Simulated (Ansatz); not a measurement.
System: sum formula HSiO$_{2}$Br$_{2}$ (charge -1, singlet). It need not be the lowest isomer of its formula. Whether it binds its extra electron was not tested at this geometry. 
Geometry from a B3LYP-D3(BJ)/def2-TZVP (Ansatz, an electronic-structure program) optimisation:
```xyz
6

Si    -0.8367     0.2444     0.1234
Br     0.2335    -0.3970    -1.8306
Br     0.9270     0.2303     1.6282
O     -1.6290     1.5572     0.0441
O     -1.6612    -1.1431     0.5404
H     -2.5828    -0.9007     0.6812
```
Charge -1, spin multiplicity 1.

Basis-set convergence of Hartree-Fock and CCSD correlation energies (hartree) with Ansatz. Valence correlation only, unless marked. No spin-orbit coupling. The frozen core is the preceding noble-gas configuration, with the filled d and f shells of earlier blocks. No relativistic terms. This anion needs diffuse functions, which these sets lack.

| basis | functions | E(HF) | E(corr, CCSD) |
|---|---|---|---|
| def2-SVP | 115 | -5583.45388 | -0.73016 |
| def2-TZVPP | 214 | (withheld) | (withheld) |

Q: Complete the blanks.

A: 
- def2-TZVPP, E(HF): -5584.40320
- def2-TZVPP, E(corr, CCSD): -0.94942
